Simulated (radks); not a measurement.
Results of a calculation; reference values are marked as such.
Spherical jellium clusters: N electrons in a uniform positive sphere of charge N and radius rs N^(1/3), rs = 4.67 bohr. Level of theory: non-relativistic Kohn-Sham, PBEsol, spin-polarised, spherical densities (a radial shooting solver with Libxc functionals). Levels are named by radial order and angular momentum (1s, 1p, 1d, 2s, ...), and open shells are averaged over m.

N = 7, configuration 1s2 1p(up 3, down 2). This is the lowest configuration that the search found. Occupied levels:

| level | occupation | eigenvalue (eV) | <r> (bohr) |
|---|---|---|---|
| 1s up | 1 | -3.7917 | 6.039 |
| 1s down | 1 | -3.6504 | 5.970 |
| 1p up | 3 | -2.8249 | 7.232 |
| 1p down | 2 | -2.6617 | 7.243 |

Energy (eV): total -12.2130, kinetic 9.1510, external -176.23, Hartree 87.025, exchange-correlation -21.717, background 89.553.

Electron density:

| r (bohr) | n(r) (e/bohr^3) |
|---|---|
| 0.290 | 0.001691 |
| 1.02 | 0.001807 |
| 1.75 | 0.002031 |
| 2.48 | 0.002322 |
| 3.20 | 0.002617 |
| 3.93 | 0.002847 |
| 4.66 | 0.002943 |
| 5.39 | 0.002858 |
| 6.12 | 0.002580 |
| 6.84 | 0.002147 |
| 7.57 | 0.001633 |
| 8.30 | 0.001130 |
| 9.03 | 0.0007117 |
| 9.76 | 0.0004120 |
| 10.5 | 0.0002235 |
| 11.2 | 0.0001166 |
| 11.9 | 0.00006000 |
| 12.7 | 0.00003021 |
| 13.4 | 0.00001507 |
| 14.1 | 7.446e-06 |
